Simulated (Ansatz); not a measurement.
Geometry optimisation, Ansatz, DFT PBE-D3(BJ), scalar-relativistic, plane waves, PAW.

The input (input.yaml):

```yaml
accuracy: low
crystal:
  lattice:
    - [6.62, 0.0, 0.0]
    - [-4.965, 8.599632, 0.0]
    - [0.0, 0.0, 5.27614]
  atoms:
    - { symbol: Sc, position: [0.0, 0.0, 0.0] }
    - { symbol: Sc, position: [0.1666667, 0.2222222, 0.5] }
    - { symbol: Sc, position: [0.0, 0.3333333, 0.0] }
    - { symbol: Sc, position: [0.1666667, 0.5555556, 0.5] }
    - { symbol: Sc, position: [0.0, 0.6666667, 0.0] }
    - { symbol: Sc, position: [0.1666667, 0.8888889, 0.5] }
    - { symbol: Sc, position: [0.5, 0.0, 0.0] }
    - { symbol: Sc, position: [0.6666667, 0.2222222, 0.5] }
    - { symbol: Sc, position: [0.5, 0.3333333, 0.0] }
    - { symbol: Sc, position: [0.6666667, 0.5555556, 0.5] }
    - { symbol: Sc, position: [0.5, 0.6666667, 0.0] }
    - { symbol: Sc, position: [0.6666667, 0.8888889, 0.5] }
    - { symbol: Li, position: [0.338114, 0.1127549, 0.7475571] }
basis:
  ecutwfc: 420.0
kpoints:
  mp_grid: { grid: [2, 1, 2] }
hamiltonian:
  xc: pbe
  dispersion: d3bj
scf:
  occupations: { method: fermi_dirac, width: 0.15 }
  lower_state_search: "off"
relax:
  f_tol: 0.08
  max_steps: 25
  adjacent_minimum: "off"
output:
  write_density: true
  write_potential: true
  elf: true
  volumetric_format: npy
```

Launched with:

```bash
$ ansatz run input.yaml --threads 1 --pin off --max-ram 3072MiB --backend cpu --events-out ev --progress --plain --runs-dir out
```

Problem. Where does it end, and by what steps?

Solution. It converged. The force dipped under the threshold on the way, but the program's further checks kept it going. Limits of this set-up: coarse k mesh, low accuracy level. After 9 steps the energy has fallen by 1.478 eV; Sc8 moved furthest, 0.38 Å.

| step | energy less start (eV) | largest force component (eV/Å) | accepted |
| --- | --- | --- | --- |
| 0 | 0.0000 | 1.741 | yes |
| 1 | -1.2535 | 0.378 | yes |
| 2 | -1.4300 | 0.311 | yes |
| 3 | -1.4583 | 0.226 | yes |
| 4 | -1.4759 | 0.036 | yes |
| 5 | -1.4759 | 0.035 | yes |
| 6 | -1.4767 | 0.013 | yes |
| 7 | -1.4769 | 0.015 | yes |
| 8 | -1.4772 | 0.019 | yes |
| 9 | -1.4783 | 0.032 | yes |

```xyz
13
Lattice="6.6200 0.0000 0.0000 -4.9650 8.5996 0.0000 0.0000 0.0000 5.2761" Properties=species:S:1:pos:R:3
Sc -0.088 -0.132 0.284
Sc -0.129 2.118 2.394
Sc -1.689 2.777 -0.273
Sc -1.613 4.791 2.590
Sc -3.329 5.691 0.007
Sc -3.260 7.330 2.666
Sc 3.387 -0.168 0.262
Sc 3.459 2.102 2.348
Sc 1.585 3.099 0.001
Sc 1.668 4.778 2.680
Sc -0.017 5.740 0.078
Sc 0.031 7.750 2.918
Li 1.673 0.958 3.818
```

Time of the run: 41 s on 1 thread of Intel(R) Xeon(R) Platinum 8488C (Sapphire Rapids) (shared host), peak memory 0.62 GiB.
